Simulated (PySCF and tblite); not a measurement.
Values are calculated unless marked as measured or tabulated.
System: C₃H₈GeS, numbered as in [CH2:1]1[CH2:2][GeH2:3][CH2:4][S:5]1.

Level: PBE0/pcSseg-1 + D3(BJ) on GFN2-xTB stationary points, with GFN2-xTB thermal terms. Rate constants are transition-state-theory values, counting equivalent paths, without tunnelling. (PySCF 2.14 with density fitting, tblite 0.8.)

Spin–orbit effects of heavy atoms on shieldings are missing.

How high is the barrier to the inversion of the 5-membered ring (1–2–3–4–5), through which structure does it pass, and what rate follows at 298 K?

The electronic barrier is 3.2 kcal/mol and ΔG‡(298 K) 3.3 kcal/mol, over a C1 saddle (twist) with an imaginary mode of 90i cm⁻¹ (GFN2-xTB). With 2 equivalent paths, k is 4.5×10¹⁰ s⁻¹, a mean lifetime of the start of 22 ps against this motion.
